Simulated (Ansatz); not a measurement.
Start from `C#C[Si](F)(Cl)Cl` and change one atom or group to get `C#C[SiH](Cl)Cl`.

Ansatz, PBE0-D4/def2-TZVP geometries, multiplicity 1. 

```json
{"property": "size of the dipole moment (B3LYP/def2-TZVPP) / D", "`C#C[Si](F)(Cl)Cl`": "2.07"}
{"property": "HOMO energy (PBE/def2-TZVPP) / eV", "`C#C[Si](F)(Cl)Cl`": "-7.71"}
{"property": "LUMO energy (PBE0/def2-TZVPP) / eV", "`C#C[Si](F)(Cl)Cl`": "-0.97"}
{"property": "HOMO–LUMO gap (B3LYP/def2-TZVPP) / eV", "`C#C[Si](F)(Cl)Cl`": "7.56"}
{"property": "HOMO energy (B3LYP/def2-TZVPP) / eV", "`C#C[Si](F)(Cl)Cl`": "-8.72"}
{"property": "HOMO energy (PBE0/def2-TZVPP) / eV", "`C#C[Si](F)(Cl)Cl`": "-8.99"}
```

(1) Give the same properties after the change, and the shifts. (Estimate.)

Answers

(1) Computed: 
```json
{"property": "size of the dipole moment (B3LYP/def2-TZVPP) / D", "`C#C[SiH](Cl)Cl`": "1.78", "shift": "-0.29"}
{"property": "HOMO energy (PBE/def2-TZVPP) / eV", "`C#C[SiH](Cl)Cl`": "-7.53", "shift": "0.18"}
{"property": "LUMO energy (PBE0/def2-TZVPP) / eV", "`C#C[SiH](Cl)Cl`": "-0.87", "shift": "0.10"}
{"property": "HOMO–LUMO gap (B3LYP/def2-TZVPP) / eV", "`C#C[SiH](Cl)Cl`": "7.47", "shift": "-0.09"}
{"property": "HOMO energy (B3LYP/def2-TZVPP) / eV", "`C#C[SiH](Cl)Cl`": "-8.52", "shift": "0.20"}
{"property": "HOMO energy (PBE0/def2-TZVPP) / eV", "`C#C[SiH](Cl)Cl`": "-8.79", "shift": "0.20"}
```

With PBE0 the HOMO rises by 0.20 eV and the LUMO rises by 0.10 eV, so the gap narrows by about 0.10 eV. PBE moves the HOMO by 0.18 eV and ωB97M-V by 0.19 eV. Dipoles are sizes alone; their direction can turn.

B3LYP here is the variant with VWN-RPA as its local correlation; programs differ in this.
